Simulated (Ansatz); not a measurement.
`C[SiH2]CS` + `C[S][AlH2]` → `C[SiH2]C[S][AlH2]` + CH₃SH  (formal exchange of groups at the Si–C bond)

Computed with Ansatz on PBE0-D4/def2-TZVP structures; ΔE is electronic, products minus reactants. CCSD(T)/CBS is the MP2 limit (def2-TZVPP, def2-QZVPP) plus CCSD(T) − MP2 in def2-TZVPP, frozen cores. This one scheme is used for every species. DFT in def2-TZVPP. B3LYP here is the variant with VWN-RPA as its local correlation; programs differ in this. Each species was taken in one conformer, which may not be the lowest.

Task: Is it downhill or uphill in electronic energy at CCSD(T)/CBS, and by how much? (Estimate.)

Result: Computed: Uphill: ΔE = +29.5 kJ/mol.

Task: What do these levels give: PBE-D4, r2SCAN-D4, B3LYP-D4, ωB97M-V, B3LYP, SCS-MP2/def2-TZVPP? (Best estimate.)

Result: Ansatz gave: PBE-D4 29.6, r2SCAN-D4 29.7, B3LYP-D4 33.7, ωB97M-V 28.5, B3LYP 37.7, SCS-MP2/def2-TZVPP 29.4 kJ/mol.

Largest T1 diagnostic among the species: 0.011.

In def2-TZVPP, CCSD(T) changes the Hartree–Fock value by −12.2 kJ/mol (the triples alone add −1.7 kJ/mol) and MP2 by −15.5 kJ/mol. The D4 term adds −4.0 kJ/mol with B3LYP and −2.3 kJ/mol with PBE0; it sums over pairs of atoms, weighted by their polarisabilities, and B3LYP, whose exchange is more repulsive, gets the larger term.
